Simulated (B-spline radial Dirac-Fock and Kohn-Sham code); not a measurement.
**Binding energies of Nd⁵⁷⁺**

System: neodymium as Nd⁵⁷⁺, [He] 2s1; nuclear rms radius 4.9123 fm (A = 142).

The computed values come from a B-spline atomic structure program: Dirac-Fock (average of configuration) total-energy differences with a finite nucleus, the Breit interaction including its frequency dependence, and self-energy and vacuum-polarisation corrections. Electron correlation is not included. Energies are counted from the vacuum level. Subshells whose hole state is unreliable or did not converge are left out.

All terms are in eV, carry their sign (relaxation lowers the binding energy) and add up to the binding energy; ⟨r⟩ is the mean radius of the orbital in the initial state.

```csv
subshell,−ε (Koopmans),relaxation,Breit,QED,binding energy,⟨r⟩ (bohr)
L1,12358.6,-0.02,-8.02,-9.17,12341.4,0.095
```

For the deepest level, L1 (2s), the Breit terms make up -0.065 % of the binding energy, QED -0.074 % and orbital relaxation 0.000 %.

Going to the tabulated ground configuration of the next ion removes an electron from L1 (2s), computed at 12341.4 eV. NIST lists 12341.66 ± 0.07 eV as the ionisation energy of this species (theoretical), +0.29 eV from the computed value.
